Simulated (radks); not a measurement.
Values are calculated unless marked as measured or tabulated.
The praseodymium ion Pr+ inside a hard spherical wall (all orbitals vanish at R), configuration held at [Xe] 4f3 6s1 and not refilled when levels cross. Code: a radial shooting solver on a logarithmic mesh with Libxc functionals. Model: scalar-relativistic Kohn-Sham, PBE, spin-unpolarised, spherical densities, finite nucleus; Fermi nuclear charge, rms radius 4.8919 fm. Eigenvalues in eV, with the zero of energy where the potential of the charges vanishes at infinity; a dash marks a level that is unbound or too diffuse for the functional's potential to be trusted. A positive occupied level is held by the wall or, in an anion where self-interaction has pushed it up, behind a barrier. The pressure on the wall is -dE/dV.

\begin{tabular}{lrrrrrrrrr}
R (bohr) & E (hartree) & kinetic (hartree) & e(5s) & e(5p) & e(6s) & e(5d, empty) & e(4f) & e(6p, empty) & pressure (GPa) \\ \hline
free & -9236.6526 & 9809.098 & -44.880 & -27.320 & -8.081 & -7.345 & -7.030 & -5.199 & 0 \\
20 & -9236.6526 & 9809.098 & -44.880 & -27.320 & -8.081 & -7.345 & -7.030 & -5.199 & < 0.0001 \\
10 & -9236.6519 & 9809.105 & -44.838 & -27.279 & -8.039 & -7.308 & -6.989 & -5.052 & 0.0193 \\
6 & -9236.5957 & 9809.406 & -43.825 & -26.314 & -6.059 & -6.204 & -5.941 & -1.377 & 3.90 \\
5 & -9236.4844 & 9809.894 & -42.773 & -25.327 & -2.838 & -4.743 & -4.767 & 3.565 & 17.8 \\
4 & -9236.0777 & 9811.676 & -40.168 & -22.753 & 6.828 & -0.634 & -1.632 & 16.735 & 114 \\
3 & -9233.9936 & 9820.380 & -31.298 & -12.844 & 42.204 & 14.292 & 9.164 & 59.330 & 1190 \\
2.5 & -9229.9930 & 9835.351 & -18.201 & 2.738 & 92.821 & 36.170 & 23.163 & 116.16 & 4870 \\
2 & -9217.6718 & 9877.063 & 16.785 & 44.325 & 212.63 & 90.284 & 52.491 & 245.32 & 25100 \\
\end{tabular}
